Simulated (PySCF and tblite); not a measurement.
The numbers below are computed, except where a source is named.
dibromosilane, Br2H2Si, numbered as in [Br:1][SiH2:2][Br:3].

Classical Langevin dynamics with GFN2-xTB (tblite), gas phase: time step 1.5 fs, H mass 4 u, friction 0.005 fs⁻¹, 400 steps to settle and 8000 to sample, one trajectory a temperature from the lowest conformer.

GIAO shieldings at KT2/pcSseg-1 (PySCF) on 20 frames a temperature; like atoms are averaged, and of two unlike H on one atom a is the less shielded at the minimum.

**Question.** How far do thermal motions move the shieldings from their values at the minimum?

**Answer.** 
| signal | σ at minimum (ppm) | Δσ, 300 K | Δσ, 500 K | Δσ, 800 K |
| --- | --- | --- | --- | --- |
| Br1/Br3 | 2504.1 | -31.6 ± 13.2 | -40.4 ± 13.1 | -117.1 ± 21.8 |
| Si2 | 348.5 | -3.2 ± 2.2 | -2.7 ± 2.9 | -11.7 ± 3.7 |
| H2 | 25.21 | -0.08 ± 0.08 | -0.23 ± 0.12 | -0.56 ± 0.14 |

Errors are standard errors over frames. Zero-point motion is missing, and a reference compound would move too.

**Question.** What do the single frames at 300 K give for H2?

**Answer.** 
```json
{"t (fs)": "900", "V above the minimum, tight binding (kcal/mol)": "1.6", "E above it, DFT (kcal/mol)": "2.6", "torsions (°)": "none", "σ (ppm)": "25.78"}
{"t (fs)": "1500", "V above the minimum, tight binding (kcal/mol)": "5.7", "E above it, DFT (kcal/mol)": "8.6", "torsions (°)": "none", "σ (ppm)": "24.84"}
{"t (fs)": "2100", "V above the minimum, tight binding (kcal/mol)": "2.4", "E above it, DFT (kcal/mol)": "2.2", "torsions (°)": "none", "σ (ppm)": "24.98"}
{"t (fs)": "2700", "V above the minimum, tight binding (kcal/mol)": "3.1", "E above it, DFT (kcal/mol)": "2.2", "torsions (°)": "none", "σ (ppm)": "25.33"}
{"t (fs)": "3300", "V above the minimum, tight binding (kcal/mol)": "1.2", "E above it, DFT (kcal/mol)": "0.0", "torsions (°)": "none", "σ (ppm)": "25.03"}
{"t (fs)": "3900", "V above the minimum, tight binding (kcal/mol)": "1.0", "E above it, DFT (kcal/mol)": "1.7", "torsions (°)": "none", "σ (ppm)": "25.10"}
{"t (fs)": "4500", "V above the minimum, tight binding (kcal/mol)": "3.2", "E above it, DFT (kcal/mol)": "3.6", "torsions (°)": "none", "σ (ppm)": "25.11"}
{"t (fs)": "5100", "V above the minimum, tight binding (kcal/mol)": "1.5", "E above it, DFT (kcal/mol)": "2.5", "torsions (°)": "none", "σ (ppm)": "25.02"}
{"t (fs)": "5700", "V above the minimum, tight binding (kcal/mol)": "2.0", "E above it, DFT (kcal/mol)": "2.6", "torsions (°)": "none", "σ (ppm)": "24.70"}
{"t (fs)": "6300", "V above the minimum, tight binding (kcal/mol)": "1.5", "E above it, DFT (kcal/mol)": "3.0", "torsions (°)": "none", "σ (ppm)": "25.09"}
{"t (fs)": "6900", "V above the minimum, tight binding (kcal/mol)": "1.9", "E above it, DFT (kcal/mol)": "1.7", "torsions (°)": "none", "σ (ppm)": "25.36"}
{"t (fs)": "7500", "V above the minimum, tight binding (kcal/mol)": "1.6", "E above it, DFT (kcal/mol)": "2.7", "torsions (°)": "none", "σ (ppm)": "25.73"}
{"t (fs)": "8100", "V above the minimum, tight binding (kcal/mol)": "1.5", "E above it, DFT (kcal/mol)": "1.6", "torsions (°)": "none", "σ (ppm)": "25.20"}
{"t (fs)": "8700", "V above the minimum, tight binding (kcal/mol)": "3.1", "E above it, DFT (kcal/mol)": "2.8", "torsions (°)": "none", "σ (ppm)": "24.38"}
{"t (fs)": "9300", "V above the minimum, tight binding (kcal/mol)": "3.5", "E above it, DFT (kcal/mol)": "3.2", "torsions (°)": "none", "σ (ppm)": "25.34"}
{"t (fs)": "9900", "V above the minimum, tight binding (kcal/mol)": "2.7", "E above it, DFT (kcal/mol)": "4.4", "torsions (°)": "none", "σ (ppm)": "25.26"}
{"t (fs)": "10500", "V above the minimum, tight binding (kcal/mol)": "1.6", "E above it, DFT (kcal/mol)": "1.7", "torsions (°)": "none", "σ (ppm)": "25.52"}
{"t (fs)": "11100", "V above the minimum, tight binding (kcal/mol)": "2.4", "E above it, DFT (kcal/mol)": "2.5", "torsions (°)": "none", "σ (ppm)": "25.33"}
{"t (fs)": "11700", "V above the minimum, tight binding (kcal/mol)": "2.1", "E above it, DFT (kcal/mol)": "1.9", "torsions (°)": "none", "σ (ppm)": "25.10"}
{"t (fs)": "12300", "V above the minimum, tight binding (kcal/mol)": "6.2", "E above it, DFT (kcal/mol)": "8.9", "torsions (°)": "none", "σ (ppm)": "24.32"}
```

Spin–orbit effects of the heavy atoms on shieldings are missing. Changes within two standard errors are not significant.

The study took 15 min on 1 thread of Arm Neoverse N1 (shared host) (rough), peak memory 0.61 GiB, launched as `OMP_NUM_THREADS=1 python ens_run.py task.json out`.
